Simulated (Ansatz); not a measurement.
Dimethylphenylsulfonium dicyanamide (C10H11N3S), relaxed as a singlet with RKS PBE-D4/def2-SVP in Ansatz, starting from the GFN2-xTB geometry. Force threshold 0.03 eV/Å.

In the singlet geometry the species has come apart into loosely held pieces.

Start:

```xyz
25

C     2.192   -0.511   -0.810
S     1.315    0.392    0.499
C     1.684   -0.845    1.844
C    -0.408   -0.104    0.359
C    -1.339    0.730    0.957
C    -2.683    0.410    0.885
C    -3.087   -0.734    0.216
C    -2.148   -1.559   -0.378
C    -0.800   -1.249   -0.308
H     1.589   -0.501   -1.712
H     3.107    0.045   -0.997
H     2.421   -1.522   -0.492
H     2.753   -0.834    2.023
H     1.169   -0.503    2.736
H     1.347   -1.842    1.586
H    -1.010    1.629    1.456
H    -3.413    1.063    1.336
H    -4.137   -0.977    0.150
H    -2.461   -2.445   -0.909
H    -0.078   -1.895   -0.782
N     2.956    2.972   -1.625
C     1.927    2.494   -1.421
N     0.860    1.835   -1.092
C    -0.331    1.970   -1.580
N    -1.426    1.982   -1.941
```

```tsv
step	energy (eV)	largest force component (eV/Å)	SCF passes
1	-25814.1679	3.647	28
2	-25814.6320	0.660	22
3	-25814.7062	0.223	22
4	-25814.7181	0.136	22
5	-25814.7292	0.161	22
6	-25814.7377	0.203	21
7	-25814.7474	0.426	22
8	-25814.7506	0.693	22
9	-25814.7584	0.381	22
10 (rejected)	-25814.7532	0.400	28
11	-25814.7647	0.244	23
12	-25814.7706	0.113	23
13	-25814.7746	0.184	23
14	-25814.7760	0.499	23
15	-25814.7798	0.249	22
16	-25814.7851	0.150	22
17	-25814.7875	0.126	23
18	-25814.7879	0.262	23
19	-25814.7887	0.036	24
20	-25814.7890	0.059	24
21	-25814.7892	0.038	24
22	-25814.7895	0.024	23
23	-25814.7896	0.029	23
24	-25814.7898	0.036	23
25	-25814.7898	0.016	23
```

Force components are those of the run's own axes.

End:

| atom | x (Å) | y (Å) | z (Å) |
| --- | --- | --- | --- |
| C1 | 2.114 | -0.551 | -0.897 |
| S2 | 1.257 | 0.276 | 0.478 |
| C3 | 1.837 | -0.790 | 1.864 |
| C4 | -0.452 | -0.250 | 0.341 |
| C5 | -1.422 | 0.716 | 0.659 |
| C6 | -2.777 | 0.366 | 0.556 |
| C7 | -3.146 | -0.924 | 0.148 |
| C8 | -2.162 | -1.878 | -0.166 |
| C9 | -0.805 | -1.548 | -0.073 |
| H10 | 1.525 | -0.303 | -1.798 |
| H11 | 3.102 | -0.058 | -0.965 |
| H12 | 2.191 | -1.638 | -0.713 |
| H13 | 2.929 | -0.633 | 1.953 |
| H14 | 1.331 | -0.425 | 2.777 |
| H15 | 1.597 | -1.854 | 1.684 |
| H16 | -1.139 | 1.739 | 0.938 |
| H17 | -3.540 | 1.126 | 0.772 |
| H18 | -4.211 | -1.188 | 0.060 |
| H19 | -2.453 | -2.887 | -0.495 |
| H20 | -0.040 | -2.295 | -0.332 |
| N21 | 3.185 | 2.564 | -1.308 |
| C22 | 2.012 | 2.428 | -1.431 |
| N23 | 0.763 | 2.015 | -1.537 |
| C24 | -0.319 | 2.744 | -1.353 |
| N25 | -1.376 | 3.249 | -1.162 |

Bonds lost: S2–N23 (atoms count from 1). The end holds 2 separate pieces.

The force fell under the threshold at step 22, but the optimiser went on. No frequencies were taken in this run, so the end may be a saddle point.

Run time 97 s (4 threads of Arm Neoverse V2 on a shared host).
